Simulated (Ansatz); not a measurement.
Species: AlCl, net charge 1, doublet state. 
Coordinates optimised at B3LYP-D3(BJ)/def2-TZVP (Ansatz, a quantum-chemistry and plane-wave program):
```
Al
Cl 1 2.0369
```
Charge +1, spin multiplicity 2.

Basis-set convergence of Hartree-Fock and CCSD correlation energies (hartree) with Ansatz. Correlated levels leave the core frozen unless marked. Open shells are spin-unrestricted. Spin-orbit coupling is left out. No relativistic terms.

```json
[
 {"basis": "aug-cc-pV(D+d)Z", "functions": "64", "E(HF)": "-701.18835", "E(corr, CCSD)": "-0.18661"},
 {"basis": "aug-cc-pV(T+d)Z", "functions": "110", "E(HF)": "-701.21148", "E(corr, CCSD)": "-0.23597"},
 {"basis": "aug-cc-pV(Q+d)Z", "functions": "178", "E(HF)": "-701.21663", "E(corr, CCSD)": "-0.25382"}
]
```

Extrapolating the two largest sets (X = 3 and 4) as X^-3: E(corr) = (64·(-0.25382) - 27·(-0.23597))/37 = -0.2668 Eh, an estimate of the basis-set limit. The largest set recovers 95.1 % of it, the smallest 69.9 %.
